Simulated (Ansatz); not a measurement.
Cl$_{2}$GeH$_{2}$S, SMILES `[SH][GeH]([Cl])[Cl]`, 6 atoms. The species carries charge 0 and has multiplicity 1. Correlated methods include outer-core shells of Ge, which these sets cover unevenly. Scalar relativity is left out up to krypton. Hardware: A = 2 threads of an AMD EPYC 7R13 on a shared host; B = 2 threads of an AMD EPYC 7R13 on a shared host and a share of an NVIDIA H100 80 GB. Correlated methods freeze the cores. Open-shell runs search over several starts.

(1) How many basis functions does each run have, and how long does it take in Ansatz? UHF-CCSD(T)/def2-TZVPP energy of the cation [B]; UKS B2PLYP (frozen core)/def2-TZVPP energy of the cation [A]; RKS r2SCAN-D4/def2-TZVPP energy and forces [A]; UHF-MP2/def2-QZVPP energy of the cation [B]; RHF-CCSD(T)/def2-SVP energy [A]; RKS B2PLYP (frozen core)/def2-TZVPP energy [A]; RKS PBE0-D4/def2-TZVP frequencies [B]; RKS ωB97X-V/def2-TZVPP energy [A]; direct RPA on PBE orbitals/def2-TZVPP energy [A]; RKS PBE0-D4/def2-SVP energy [A]; RKS ωB97M-V/def2-TZVPP energy and forces [A]; UKS B3LYP-D4/def2-TZVPP energy of the cation [A]. (Estimate.)

## Answers

(1) Computed: Other jobs shared the machine, so times are rough.

| level | job | functions | wall time | peak host memory (GiB) |
| --- | --- | --- | --- | --- |
| RKS PBE0-D4/def2-SVP | energy [A] | 96 | 2.1 s | 0.54 |
| direct RPA on PBE orbitals/def2-TZVPP | energy [A] | 202 | 6 s | 0.54 |
| RHF-CCSD(T)/def2-SVP | energy [A] | 96 | 6 s | 0.54 |
| RKS r2SCAN-D4/def2-TZVPP | energy and forces [A] | 202 | 7 s | 0.54 |
| RKS B2PLYP (frozen core)/def2-TZVPP | energy [A] | 202 | 8 s | 0.54 |
| UHF-MP2/def2-QZVPP | energy of the cation [B] | 359 | 11 s | 0.89 |
| RKS ωB97X-V/def2-TZVPP | energy [A] | 202 | 14 s | 0.79 |
| UHF-CCSD(T)/def2-TZVPP | energy of the cation [B] | 202 | 17 s | 0.8 |
| RKS ωB97M-V/def2-TZVPP | energy and forces [A] | 202 | 18 s | 0.82 |
| UKS B2PLYP (frozen core)/def2-TZVPP | energy of the cation [A] | 202 | 31 s | 0.7 |
| UKS B3LYP-D4/def2-TZVPP | energy of the cation [A] | 202 | 42 s | 1.2 |
| RKS PBE0-D4/def2-TZVP | frequencies [B] | 171 | 88 s | 0.85 |

B3LYP here is the variant with VWN-RPA as its local correlation; programs differ in this.
